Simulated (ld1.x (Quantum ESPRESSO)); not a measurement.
# N, TM: configuration errors across variants

```json
{"Element": "N", "Generator": "ld1.x (Quantum ESPRESSO) 7.5", "Type": "norm-conserving Troullier–Martins (Kleinman–Bylander form)", "Functional": "revPBE", "Relativity": "scalar-relativistic", "Frozen core": "[He]", "Valence charge": "5", "Reference configuration": "2s2 2p1 (charge +2)", "Partial waves": "2s (bound): rc 0.65 bohr; 2p (bound): rc 1.55 bohr; 3d channel at 0.05 Ry: rc 1.45 bohr", "Local potential": "the d channel", "Core correction": "Bessel-smoothed model core inside 0.45 bohr"}
```

All-electron excitation energies from the reference (eV): (1) 2s2 2p3 -42.321; (2) 2s2 2p2 -28.785; (3) 2s2 2p0 46.975; (4) 2s0 2p5 -19.117; (5) 2s2 2p3.3 -43.924; (6) 2s2 2p2.5 -37.255; (7) 2s1 2p4 -30.727.

Errors AE − PS in meV (a dash: test not solved or not reliable):

| change | (1) | (2) | (3) | (4) | (5) | (6) | (7) | bound ghosts |
| --- | --- | --- | --- | --- | --- | --- | --- | --- |
| base | +127 | +61 | +170 | +316 | +135 | +100 | +214 | none |
| all radii but the core radius scaled by about 0.83 (s 0.54, p 1.28, d 1.20 bohr) | +75 | +36 | +104 | +230 | +81 | +59 | +138 | none |
| all radii but the core radius scaled by about 0.95 (s 0.62, p 1.46, d 1.38 bohr) | +107 | +52 | +146 | +280 | +114 | +85 | +184 | none |
| all radii but the core radius scaled by about 1.13 (s 0.74, p 1.76, d 1.64 bohr) | +200 | +95 | +253 | +466 | +214 | +157 | +331 | none |
| all radii but the core radius scaled by about 1.23 (s 0.80, p 1.90, d 1.78 bohr) | +297 | +137 | +347 | +679 | +319 | +231 | +489 | none |
| all radii but the core radius scaled by about 1.30 (s 0.84, p 2.02, d 1.90 bohr) | +366 | +167 | +406 | +827 | +395 | +282 | +599 | none |
| all radii but the core radius scaled by about 1.38 (s 0.90, p 2.14, d 2.00 bohr) | +449 | +201 | +474 | +1007 | +487 | +344 | +733 | none |

(1) Give the same row for: all radii but the core radius scaled by about 0.77 (s 0.50, p 1.20, d 1.12 bohr).

## Answers

(1) +64, +31, +87, +227, +69, +50, +127; bound ghosts: not determined.
